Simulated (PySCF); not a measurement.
**Computed properties of Se(Br)(GeH3) (BrGeH₃Se), SMILES [GeH3][Se]Br**

Se(Br)(GeH3) (BrGeH3Se), SMILES [GeH3][Se]Br. The structure is a stationary point at ωB97X-D3(BJ)/def2-SVP. This is a generated structure with no PubChem entry under its InChIKey; it may be hypothetical. The values are those of a single conformer. All values are computed for the isolated molecule unless a solvent is named; none is compared with measurement here.

**Structure.** All 12 harmonic modes at ωB97X-D3(BJ)/def2-SVP (PySCF) are real, so it is a minimum. With heavy atoms numbered as in [Se:1]([Br:2])[GeH3:3], the shortest bond between them is Se1–Br2 at 2.325 Å and the longest Se1–Ge3 at 2.349 Å.

**Vibrations.** The strongest infrared lines (harmonic, unscaled, degenerate partners summed) lie at 834 cm⁻¹ (265 km/mol, H 97 %), 2198 cm⁻¹ (103 km/mol, H 99 %), 2216 cm⁻¹ (94 km/mol, H 98 %). The softest mode is at 87 cm⁻¹ and the zero-point energy is 16.0 kcal/mol.

**Electronic structure.** r2SCAN/def2-TZVPD (PySCF) places the frontier levels at -5.95 and -3.36 eV, a gap of 2.59 eV, and gives a dipole moment of 1.70 D and a mean polarisability of 83.9 bohr³. PBE/def2-TZVPD (PySCF) at the same geometry gives -5.70 and -3.45 eV, so its gap is 0.34 eV narrower. An orbital gap is neither the optical nor the fundamental gap.

**Excitations.** TDDFT-PBE0/def2-SVPD (PySCF) has S1 at 2.64 eV (470 nm, f = 0.001, dark); the most intense of the 10 singlets computed lies at 6.60 eV (f = 0.05). T1 (TDA) is at 1.97 eV. TDDFT-PBE/def2-SVPD (PySCF) puts S1 at 2.47 eV.

**NMR.** GIAO shifts at B3LYP/pcSseg-1 (PySCF) (non-relativistic, atoms alike by connectivity averaged): ¹H at 5.2 ppm against TMS. Without spin–orbit terms, shifts of atoms bonded to Cl or Br come out too high.
